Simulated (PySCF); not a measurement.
One of the candidates below gave these computed data.

All candidates are C6H15OP.

| technique | computed result |
| --- | --- |
| UV, strongest line | among the 10 lowest singlet transitions: S5 at 7.31 eV (170 nm, f = 0.119) [TDDFT CAM-B3LYP/def2-SVPD] |
| UV, first state | lowest singlet excitation: 6.54 eV (190 nm, f = 0.088) [TDDFT CAM-B3LYP/def2-SVPD] |
| Triplet | lowest triplet excitation (Tamm–Dancoff): 5.43 eV [TDA CAM-B3LYP/def2-SVPD] |
| 13C NMR | chemical shifts (computed TMS as zero) by class: 74.0 (1 C), 63.5 (1 C), 29.2 (1 C), 20.8 (2 C), 9.1 (1 C) ppm [GIAO PBE/pcSseg-1] |
| Rotational structure | rotational constants A, B, C: 2.256, 1.131, 0.911 GHz [PBE0-D3(BJ)/def2-SVP] |
| 1H NMR | chemical shifts (computed TMS as zero) by class: 3.46 (2 H), 3.38 (3 H), 1.97 (1 H), 1.09 (3 H), 0.98 (6 H) ppm [GIAO PBE/pcSseg-1] |
| Polarisability | 106.6 au [CAM-B3LYP/def2-SVPD] |
| NMR, other nuclei | isotropic shieldings of nuclei other than C and H, by class: 309 (1 O), 330 (1 P) ppm [GIAO PBE/pcSseg-1] |
| Dipole | 1.48 D [CAM-B3LYP/def2-SVPD] |
| Valence photoelectron | vertical ionisation energy: 8.43 eV [ΔSCF CAM-B3LYP/def2-SVPD] |

Gas-phase values; electronic properties from PySCF, density fitting. Levels stand in brackets. The structure is a single PBE0-D3(BJ)/def2-SVP conformer in the gas phase; no vibrational or solvent corrections. NMR values are class means; diastereotopic atoms form classes of their own.

**Question.** Which candidate is it?
A. `COCP(C)C(C)C`
B. `CCCPCCOC`
C. `CC[C@@H](C)[P@H](=O)CC`

**Answer.** A. It is `COCP(C)C(C)C`. Numbering: `[CH3:1][O:2][CH2:3][P:4]([CH3:5])[CH:6]([CH3:7])[CH3:8]`. 6 carbons fall into 5 classes; from least to most shielded: sp3 carbon bound to oxygen [C3] (74.0 ppm), methoxy carbon [C1] (63.5 ppm), sp3 carbon bound to phosphorus [C6] (29.2 ppm), methyl carbon [C7/C8] (20.8 ppm, 2 C), sp3 carbon bound to phosphorus [C5] (9.1 ppm). Hydrogen classes from least to most shielded: 2 H on an sp3 carbon bound to oxygen, C3 (3.46 ppm), 3 H on a methoxy carbon, C1 (3.38 ppm, a mean of values up to 0.7 ppm apart in this geometry), 1 H on an sp3 carbon bound to phosphorus, C6 (1.97 ppm), 3 H on an sp3 carbon bound to phosphorus, C5 (1.09 ppm, a mean of values up to 1.0 ppm apart in this geometry), 6 H on 2 methyl carbons, C7/C8 (0.98 ppm, a mean of values up to 0.5 ppm apart in this geometry). The other shieldings belong to: 309 ppm, ether oxygen [O2]; 330 ppm, phosphine phosphorus [P4]. The first electron is taken from the HOMO, whose largest Löwdin shares are 0.59 on the phosphine phosphorus, 0.11 on an sp3 carbon bound to phosphorus, 0.10 on an sp3 carbon bound to phosphorus and 0.07 on the sp3 carbon bound to oxygen. The optimised geometry has point group C1 and is an asymmetric top.

The others, at the same levels:
- `CC[C@@H](C)[P@H](=O)CC` fails: its computed lowest singlet excitation is 7.11 eV (174 nm, f = 0.011) (against 6.54 eV), vertical ionisation energy is 9.48 eV (against 8.43 eV) and lowest triplet excitation (Tamm–Dancoff) is 6.80 eV (against 5.43 eV).
- `CCCPCCOC` fails: its computed lowest singlet excitation is 6.27 eV (198 nm, f = 0.025) (against 6.54 eV), vertical ionisation energy is 8.58 eV (against 8.43 eV) and strongest line among the 10 lowest singlet transitions is S3 at 6.96 eV (178 nm, f = 0.092) (against S5 at 7.31 eV).

Each candidate is one conformer, not necessarily the lowest. Dipoles, sizes and rotational constants follow the conformer. The torsions of the flexible species, by atom-mapped SMILES:
- `[CH3:1][O:2][CH2:3][P:4]([CH3:5])[CH:6]([CH3:7])[CH3:8]`: C1–O2–C3–P4 -178°, O2–C3–P4–C5 56°, C3–P4–C6–C7 173°
- `[CH3:1][CH2:2][C@@H:3]([CH3:4])[P@H:5](=[O:6])[CH2:7][CH3:8]`: C1–C2–C3–C4 -179°, C2–C3–P5–O6 -47°, C3–P5–C7–C8 -177°

The conformers of `CCCPCCOC` aren't listed.
